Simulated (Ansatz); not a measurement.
Geometry optimisation, Ansatz, RKS BLYP/def2-SVP.

Input file:

```yaml
crystal:
  periodic: [false, false, false]
  atoms:
    - { symbol: C, position_ang: [-0.19262, 0.66953, -1.411] }
    - { symbol: Al, position_ang: [-0.51034, -0.62089, 0.06557] }
    - { symbol: B, position_ang: [0.57279, -0.50633, 1.88772] }
    - { symbol: F, position_ang: [1.4588, 0.4825, 1.83406] }
    - { symbol: H, position_ang: [0.82327, 1.08795, -1.40308] }
    - { symbol: H, position_ang: [-0.39262, 0.80815, -0.4962] }
    - { symbol: H, position_ang: [-0.87439, 1.53002, -1.38867] }
    - { symbol: H, position_ang: [-1.56017, -1.76403, -0.11503] }
    - { symbol: H, position_ang: [0.61504, -1.0826, 2.92609] }
basis:
  gaussian: { orbitals: def2-SVP }
hamiltonian:
  xc: blyp
relax:
  f_tol: 0.02
  max_steps: 50
```

Launched with:

```bash
$ ansatz run input.yaml --threads 2 --pin off --max-ram 3072MiB --backend cpu --events-out ev --progress --plain --runs-dir out
```

Q: Where does it end, and by what steps?

A: The run converged. The force dipped under the threshold on the way, but the program's further checks kept it going. After 42 steps the energy has fallen by 3.581 eV; F4 moved furthest, 1.35 Å. The start is strongly strained (largest force component 9 eV/Å), so its close contacts needn't be bonds. Parted: Al2–H6.

| step | energy less start (eV) | largest force component (eV/Å) | accepted |
| --- | --- | --- | --- |
| 0 | 0.0000 | 9.261 | yes |
| 2 | -2.5751 | 1.297 | yes |
| 4 | -3.2090 | 1.231 | yes |
| 6 | -3.4717 | 0.346 | yes |
| 8 | -3.5111 | 0.364 | yes |
| 10 | -3.5226 | 0.114 | yes |
| 12 | -3.5336 | 0.053 | yes |
| 14 | -3.5481 | 0.180 | yes |
| 16 | -3.5551 | 0.082 | yes |
| 18 | -3.5301 | 0.790 | no |
| 20 | -3.5683 | 0.160 | yes |
| 22 | -3.5653 | 0.627 | no |
| 24 | -3.5779 | 0.110 | yes |
| 26 | -3.5717 | 0.414 | no |
| 28 | -3.5793 | 0.204 | no |
| 30 | -3.5800 | 0.045 | yes |
| 32 | -3.5804 | 0.016 | yes |
| 34 | -3.5806 | 0.035 | yes |
| 36 | -3.5809 | 0.026 | yes |
| 38 | -3.5808 | 0.062 | no |
| 40 | -3.5812 | 0.031 | yes |
| 42 | -3.5813 | 0.020 | yes |

```xyz
9
Properties=species:S:1:pos:R:3
C -0.406 1.005 -1.065
Al -0.157 -0.615 0.053
B 0.629 -0.583 2.074
F 1.948 -0.680 2.309
H 0.196 0.918 -1.998
H -0.127 1.959 -0.573
H -1.466 1.087 -1.395
H -0.618 -2.014 -0.593
H -0.059 -0.474 3.088
```

Whether the end is a true minimum wasn't checked by a vibrational analysis.

Time of the run: 59 s on 2 threads of Arm Neoverse V1 (shared host), peak memory 0.14 GiB.
